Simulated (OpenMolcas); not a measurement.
Cr2+: moving or changing the point charges

Cr2+ among 6 point charges of -1.5 e arranged as an octahedron (Oh), 1.94 Å from the ion.

```yaml
Program: OpenMolcas 26.06
Method: "SS-CASPT2, IPEA 0.25 Eh, imaginary shift 0.1 Eh (closed shells correlated: 3s 3p)"
Basis: ANO-RCC-VDZP [5s4p2d1f]
Scalar_Hamiltonian: DKH2, point nucleus
Active_space: 4 electrons in 5 orbitals (3d)
State_averaging: 2S+1 = 5 even, 5 roots; 2S+1 = 3 even, 45 roots; 2S+1 = 1 even, 50 roots
Spin-orbit_coupling: RASSI with atomic mean-field integrals over the reference wave functions
```

Runs around this geometry, states (labels of O, the rotations of Oh). Energies in cm-1 above the lowest state or level, χT in cm3 K/mol.

```
R (Å)  q (e)  Ground state  First state of that spin  First gap with spin-orbit (degeneracies)  χT at 300 K  First state of another spin
 1.94  -0.75            5E                  5T2 3650                                 10 (1, 3)        2.878                    3T1 16540
 1.76   -1.5            5E                 5T2 10940                                  6 (1, 3)        2.965                     3T1 9660
 1.94   -1.5            5E                  5T2 7370                                  6 (1, 3)        2.944                    3T1 13180
 2.15   -1.5            5E                  5T2 4790                                  8 (1, 3)        2.908                    3T1 15590
```

Taking the first state of the same spin as R^-n, n = -ln(4790 / 10940) / ln(2.15 / 1.76) = 4.1 between the shortest and longest distance.

Scaling the charges by -0.75 / -1.5 = 0.50 scales the first state of the same spin by 3650 / 7370 = 0.50; with fixed orbitals a first-order splitting would follow the charge.

Roots that are degenerate in the reference are averaged as groups; the widest CASPT2 spread within a group is 730 cm-1 (the 3-fold group of multiplicity 3 near 26800 cm-1 above the lowest state of its run, R = 1.94, q = -1.5). Shifts and gaps below about the spread of the groups concerned are not significant. An orbital doublet at a regular site is open to a Jahn-Teller distortion, which this geometry leaves out. Free-ion shares, where given, are those of the reference states; single-state CASPT2 does not remix them. The ground term spreads over less than 5000 cm-1, several times less than with real ligands, so orbital moments are less quenched and χT lies further from the spin-only value than at real sites (holds for R = 1.94, q = -0.75; R = 2.15, q = -1.5). This is an electrostatic model: the charges have no orbitals. No measured value stands beside these numbers.
